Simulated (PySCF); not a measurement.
Compound: C2H10GeOSi2.
Cartesian coordinates in Å at the PBE0-D3(BJ)/def2-SVP level; atoms count from 1:
```xyz
16
C2H10GeOSi2 angstrom
C     -2.311   -1.099   -0.047
C     -0.861   -1.124    0.355
O     -0.450   -1.819    1.256
Si     0.415    0.022   -0.581
Si    -0.077    2.260   -0.074
Ge     2.540   -0.660    0.240
H     -2.410   -1.367   -1.111
H     -2.712   -0.078    0.060
H     -2.889   -1.797    0.575
H      0.273   -0.166   -2.062
H     -1.462    2.600   -0.528
H      0.004    2.463    1.405
H      0.890    3.182   -0.746
H      2.726   -2.173    0.034
H      3.667    0.086   -0.501
H      2.638   -0.329    1.738
```

Computed with core-valence-separated Tamm–Dancoff BHandHLYP/aug-pcX-1 (pcseg-1 on H, def2-SVPD on Ge, def2-SVPD on Si) in PySCF, non-relativistic, gas phase, PBE0-D3(BJ)/def2-SVP geometry. No empirical shift is added; at this level the pattern usually sits a few eV under experiment.

Task: Give energies, oscillator strengths and core holes at the C K edge.

Result: 
```csv
E (eV),f,core hole on,main final orbital,polarisation
282.93,0.0758,C2,LUMO (76 %),normal to the local trigonal plane
284.46,0.0001,C1,LUMO (91 %),–
285.57,0.0121,C1,LUMO+2 (76 %),–
286.33,0.0351,C1,LUMO+6 (35 %),–
286.44,0.0175,C1,spread,–
286.77,0.0105,C1,LUMO+1 (51 %),–
286.98,0.0076,C1,LUMO+3 (50 %),–
287.44,0.0052,C1,LUMO+4 (51 %),–
287.54,0.0296,C2,spread,in the local trigonal plane
287.59,0.0021,C1,LUMO+5 (62 %),–
287.92,0.0026,C1,spread,–
```

The first line with a tenth or more of the strongest one's intensity is at 282.93 eV (f = 0.076), with the hole on C2 (carbonyl carbon), polarised normal to the local trigonal plane: a 1s→π* resonance. It is also the strongest listed.

Task: List the oxygen K-edge absorption lines.

Result: 
```tsv
E (eV)	f	core hole on	main final orbital	polarisation
528.24	0.0518	O3	LUMO (82 %)	normal to the local trigonal plane
533.78	0.0009	O3	LUMO+2 (46 %)	–
533.99	0.0021	O3	LUMO+1 (72 %)	in the local trigonal plane
534.41	0.0020	O3	LUMO+3 (38 %)	in the local trigonal plane
534.64	0.0001	O3	LUMO+4 (67 %)	–
534.86	0.0024	O3	LUMO+5 (33 %)	in the local trigonal plane
534.95	0.0034	O3	LUMO+6 (58 %)	in the local trigonal plane
```

The first line with a tenth or more of the strongest one's intensity is at 528.24 eV (f = 0.052), with the hole on O3 (carbonyl oxygen), polarised normal to the local trigonal plane: a 1s→π* resonance. It is also the strongest listed.

Roots within 0.03 eV whose holes lie on the same, on equivalent or on shared atoms are summed into one line, and the highest roots are left out, as the search may have cut off their partners. Final orbitals are the ground state's empty Kohn–Sham orbitals. A dash: too weak, shared between unlike atoms, or no plane or axis to refer to.

Task: What are the wavelength and the wavenumber of the 287.54 eV line?

Result: λ = 12398.42 eV Å/287.54 eV = 43.119 Å; 2.3192 × 10⁶ cm⁻¹.

Only the lowest roots of each edge were sought. Relativistic effects, spin–orbit coupling among them, are left out although an element past zinc is present.

One conformer stands for the species.
